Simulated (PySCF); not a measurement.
Compound: CH13N3Si4.
Atom-mapped SMILES: `[SiH3:1][CH2:2][SiH:3]1[NH:4][SiH2:5][NH:6][SiH2:7][NH:8]1` (hydrogens: H9, H10, H11 on Si1; H12, H13 on C2; H14 on Si3; H15 on N4; H16, H17 on Si5; H18 on N6; H19, H20 on Si7; H21 on N8)

Structure used (PBE0-D3(BJ)/def2-SVP), in Å, numbered top down from 1:
```
atom  x, y, z in Å
Si1    2.9678   -0.0017    0.4214
C2     1.9353    1.2033   -0.5863
Si3    0.0950    0.8487   -0.6116
N4    -0.1565   -0.7620   -1.2435
Si5   -1.6585   -1.6004   -1.0194
N6    -2.5892   -0.5721    0.0375
Si7   -2.0711    0.3129    1.4477
N8    -0.5148    0.9504    1.0232
H9     2.4797   -0.0557    1.8351
H10    4.4082    0.3994    0.4424
H11    2.8776   -1.3806   -0.1524
H12    2.0873    2.2222   -0.1894
H13    2.3100    1.2136   -1.6245
H14   -0.6183    1.8432   -1.4660
H15    0.6608   -1.2927   -1.5288
H16   -2.4867   -1.7798   -2.2541
H17   -1.3708   -2.9692   -0.4806
H18   -3.5694   -0.4694   -0.2076
H19   -1.9214   -0.5005    2.6977
H20   -3.1396    1.3290    1.7089
H21    0.1625    1.0937    1.7663
```

Theory: TDDFT wB97X-D/def2-SVPD, vertical, gas phase, core orbitals frozen in the response (PySCF 2.14.0, density-fitted response routines).

Ground-to-excited transition dipoles (e·a0, same axes as the geometry; the sign carries no meaning), for the states with f of 0.002 or more among the lowest 8:

```csv
state,E (eV),μx,μy,μz
S1,6.685,0.300,0.105,0.050
S2,6.739,-0.097,0.193,0.324
S3,6.864,0.063,0.115,-0.033
S4,6.886,-0.070,-0.109,-0.010
S6,7.498,-0.159,0.106,-0.118
S7,7.588,0.382,-0.268,0.178
S8,7.628,-0.070,0.036,-0.156
```

**Question.** What oscillator strength does each state have?

**Answer.** f = (2/3) ΔE |μ|² with ΔE in hartree (27.2114 eV).

| state | \|μ\|² (au) | \|μ\| (D) | f |
| --- | --- | --- | --- |
| S1 | 0.103 | 0.82 | 0.017 |
| S2 | 0.151 | 0.99 | 0.025 |
| S3 | 0.018 | 0.34 | 0.003 |
| S4 | 0.017 | 0.33 | 0.003 |
| S6 | 0.050 | 0.57 | 0.009 |
| S7 | 0.250 | 1.27 | 0.046 |
| S8 | 0.031 | 0.44 | 0.006 |

**Question.** Which bond between heavy atoms lies closest to the direction of the S7 transition dipole?

**Answer.** Si1–C2, at 17° from it; next C2–Si3 at 49°.

**Question.** What angle do the transition dipoles of S1 and S2 make?

**Answer.** |cos θ| = |μa·μb| / (|μa| |μb|) = 0.06, so θ ≈ 87° (taken between 0 and 90°, since the signs are arbitrary).

**Question.** How is the summed strength of these states shared among x, y and z?

**Answer.** (2/3) Σ ΔE μα² gives 0.050 for x, 0.028 for y and 0.031 for z, 0.109 in all.

**Question.** What peak molar absorption coefficient would the strongest computed level give as a lone Gaussian band 0.4 eV wide at half height?

**Answer.** ε(max) = 2.175×10⁸ f / FWHM, with the width in cm⁻¹. S7: 2.175×10⁸ × 0.0464 / 3226 ≈ 3100 L mol⁻¹ cm⁻¹.

All these states lie below the vertical ionisation energy of 9.09 eV (ΔSCF).

One conformer stands for the species.

Without π bonds the low states may be Rydberg-like; a valence basis with one diffuse set may place them up to an eV too high.
